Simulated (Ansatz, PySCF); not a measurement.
Br2Hg. Atoms are numbered in the order given.

```xyz
3

Hg     0.0000     0.0000     0.0000
Br     0.0000     0.0000    -2.4127
Br     0.0000     0.0000     2.4127
```
Charge 0, spin multiplicity 1.

The structure is a stationary point at PBE0-D3(BJ)/def2-SVP. The isomer is the one that the SMILES or the coordinates give; other isomers of the formula were not compared. The def2 effective core potentials stand for the cores of Hg; spin–orbit coupling is left out.

Vertical ionisation energy (IE) and electron affinity (EA) in eV. Rows of orbital energies are one-electron estimates. Where ΔSCF, EOM or ADC give a negative EA the extra electron is unbound and the value depends on the basis.

```json
[
 {"level": "−ε(HOMO), −ε(LUMO), PBE0/def2-TZVPD (PySCF)", "IE": "8.42", "EA": "2.64"},
 {"level": "−ε(HOMO), −ε(LUMO), PBE/def2-TZVPD (PySCF)", "IE": "(withheld)", "EA": "(withheld)"},
 {"level": "ΔSCF, PBE0/def2-SVPD (Ansatz), final states of multiplicity 2 and 2", "IE": "10.45", "EA": "0.97"},
 {"level": "ΔSCF, PBE/def2-SVPD (Ansatz), final states of multiplicity 2 and 2", "IE": "10.02", "EA": "1.03"}
]
```

Question: Fill in the missing entries. (The exact figures need the calculation; the answer reports its results.)

Answer: 
- −ε(HOMO), −ε(LUMO), PBE/def2-TZVPD (PySCF), IE: 7.18
- −ε(HOMO), −ε(LUMO), PBE/def2-TZVPD (PySCF), EA: 3.50

Question: What vertical singlet–triplet gap does ΔSCF give with PBE0/def2-SVPD (Ansatz, an electronic-structure program) and with PBE/def2-SVPD (Ansatz)? (An estimate is asked for; the answer gives what the named calculation found.)

Answer: 4.07 and 3.62 eV (triplet above singlet where positive).
